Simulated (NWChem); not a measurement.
C3H2F4; SMILES F[C@H]1[C@H](F)C1(F)F

Results from NWChem. Coordinates come from a PBE0/def2-SVP optimisation. Level: PBE/def2-SVP with SMD (1 M gas to 1 M solution), gas-phase geometry.

Problem. What does the run give for solvent ethylene glycol? Quantities: solvation free energy (kcal/mol); cavity-dispersion-structure term (kcal/mol); dipole in solution (D).

Solution. 
```yaml
solvation free energy (kcal/mol): -1.1
cavity-dispersion-structure term (kcal/mol): 2.8
dipole in solution (D): 0.91
```
